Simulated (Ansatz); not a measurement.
Geometry optimisation, RKS BHLYP/def2-SVP in Ansatz 0.2.0.

input.yaml

```yaml
crystal:
  periodic: [false, false, false]
  atoms:
    - { symbol: B, position_ang: [-0.63, 1.4865, -1.1145] }
    - { symbol: O, position_ang: [0.6628, 1.1277, -0.7123] }
    - { symbol: B, position_ang: [0.5721, -0.3176, -0.5321] }
    - { symbol: Si, position_ang: [0.364, -1.0522, 1.247] }
    - { symbol: H, position_ang: [-0.9516, 1.5783, -2.2925] }
    - { symbol: H, position_ang: [-1.4739, 1.88, -0.3185] }
    - { symbol: H, position_ang: [0.8647, -1.0442, -1.4169] }
    - { symbol: H, position_ang: [0.3732, -2.5137, 1.173] }
    - { symbol: H, position_ang: [-1.028, -0.6155, 1.7719] }
    - { symbol: H, position_ang: [1.3299, -0.5805, 2.1978] }
basis:
  gaussian: { orbitals: def2-SVP }
hamiltonian:
  xc: { name: BHLYP }
relax:
  f_tol: 0.02
  max_steps: 50
output:
  orbitals: {}
```

Run as:

```bash
$ ansatz run input.yaml --threads 2 --pin off --max-ram 3072MiB --backend cpu --events-out ev --progress --plain --runs-dir out
```

Where does it end, and by what steps?

It converged. The force dipped under the threshold on the way, but the program's further checks kept it going. After 28 steps the energy has fallen by 1.351 eV; O2 moved furthest, 1.32 Å.

| step | energy less start (eV) | largest force component (eV/Å) | accepted |
| --- | --- | --- | --- |
| 0 | 0.0000 | 2.867 | yes |
| 1 | -0.4218 | 1.664 | yes |
| 2 | -0.6806 | 0.730 | yes |
| 3 | -0.8116 | 0.571 | yes |
| 4 | -0.9559 | 0.829 | yes |
| 5 | -1.0914 | 0.652 | yes |
| 6 | -1.1839 | 0.642 | yes |
| 7 | -1.2744 | 0.343 | yes |
| 8 | -1.3266 | 0.211 | yes |
| 9 | -1.3429 | 0.076 | yes |
| 10 | -1.3454 | 0.024 | yes |
| 11 | -1.3456 | 0.082 | yes |
| 12 | -1.3459 | 0.129 | yes |
| 13 | -1.3474 | 0.023 | yes |
| 14 | -1.3477 | 0.018 | yes |
| 15 | -1.3479 | 0.086 | yes |
| 16 | -1.3482 | 0.044 | yes |
| 17 | -1.3487 | 0.006 | yes |
| 18 | -1.3478 | 0.129 | no |
| 19 | -1.3491 | 0.089 | yes |
| 20 | -1.3491 | 0.110 | yes |
| 21 | -1.3497 | 0.054 | yes |
| 22 | -1.3499 | 0.038 | yes |
| 23 | -1.3502 | 0.013 | yes |
| 24 | -1.3505 | 0.037 | yes |
| 25 | -1.3507 | 0.045 | yes |
| 26 | -1.3509 | 0.048 | yes |
| 27 | -1.3512 | 0.031 | yes |
| 28 | -1.3514 | 0.018 | yes |

```xyz
10
Properties=species:S:1:pos:R:3
B -0.794 1.678 -1.410
O -0.574 0.858 -0.349
B 0.295 -0.185 -0.276
Si 0.442 -1.288 1.425
H -0.198 1.500 -2.437
H -1.589 2.563 -1.274
H 0.978 -0.425 -1.241
H 0.315 -2.734 1.104
H -0.582 -0.934 2.438
H 1.789 -1.084 2.025
```

The run took 57 s on 2 threads of Arm Neoverse V1, on a shared host, peak memory 0.17 GiB.
